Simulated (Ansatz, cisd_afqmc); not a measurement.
Species: As, charge 0, quartet.

Total energies in def2-TZVPPD, 5 correlated electrons, 14 frozen orbitals. UHF or UKS for unpaired electrons; spin-orbit terms are left out. Cores are frozen in correlated methods (noble-gas shells, and filled d and f shells in the p block). No relativity. AFQMC/CISD: phaseless, guided by CISD from CCSD amplitudes; bars are statistical, one sigma. Outlying blocks are dropped, and bars are widened where a walk drifts. Over all cases where full CI ran beside it in this data, AFQMC minus full CI had a median of +0.1 mEh and passed +0.4 mEh in a tenth of the cases.

```
method         program          energy (Eh)  minus CCSDTQ (mEh)
----------  ----------  -------------------  ------------------
HF              Ansatz          -2234.19450               89.54
MP2             Ansatz          -2234.26633               17.71
CCSD            Ansatz          -2234.28049                3.55
CCSD(T)         Ansatz          -2234.28338                0.66
CCSDT(Q)        Ansatz          -2234.28403                0.01
CCSDTQ          Ansatz          -2234.28404                0.00
AFQMC/CISD  cisd_afqmc  -2234.2839 ± 0.0001           0.2 ± 0.1
```

Ansatz is a first-principles code.
